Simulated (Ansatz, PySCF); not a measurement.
This singlet lies 2.24 eV below the relaxed triplet at the level frozen-core CCSD(T)/cc-pVTZ // PBE0-D3(BJ)/def2-TZVP (Ansatz, a first-principles code).

Cartesian coordinates (Å):
```xyz
6

N      2.4960    -0.6121     0.4756
C      1.5686     0.0417     0.2599
Ge     0.0862     1.3325    -0.0945
N     -1.1254     0.0083    -0.3007
H     -0.9347    -0.9789    -0.2260
H     -2.0908     0.2084    -0.5089
```
Charge 0, spin multiplicity 1.

Question: What is the computed HOMO, LUMO, total energy, dipole moment and HOMO–LUMO gap (PBE-D3(BJ)/def2-TZVP // PBE0-D3(BJ)/def2-TZVP in PySCF 2.14.0)?

Answer: 
```
Item                   Value
-------------  -------------
HOMO                -6.78 eV
LUMO                -3.31 eV
total energy   -2225.3908 Ha
dipole moment         4.54 D
HOMO–LUMO gap        3.47 eV
```
